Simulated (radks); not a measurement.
The numbers below are computed, except where a source is named.
The mean radii <r> (bohr) of the occupied orbitals of an atom or ion are listed with their occupations. Code: a radial shooting solver on a logarithmic mesh with Libxc functionals. Model: scalar-relativistic Kohn-Sham, PBE, spin-unpolarised, spherical densities, point nucleus.

| orbital | occ. | <r> |
|---|---|---|
| 1s | 2 | 0.03040 |
| 2s | 2 | 0.1317 |
| 2p | 6 | 0.1149 |
| 3s | 2 | 0.3583 |
| 3p | 6 | 0.3571 |
| 3d | 10 | 0.3347 |
| 4s | 2 | 0.8758 |
| 4p | 6 | 0.9523 |
| 4d | 9 | 1.197 |

Name the element and its charge.

Answer. Z = 48, cadmium, charge +3: Cd3+ in [Kr] 4d9. The 1s radius gives Z: for a bare nucleus <r> = (2 gamma + 1)/(2Z) with gamma = sqrt(1 - (Z/c)^2), 0.02993 bohr for Z = 48, and screening makes it slightly larger (0.03040 here). The occupations add up to 45, and the charge is Z minus that.
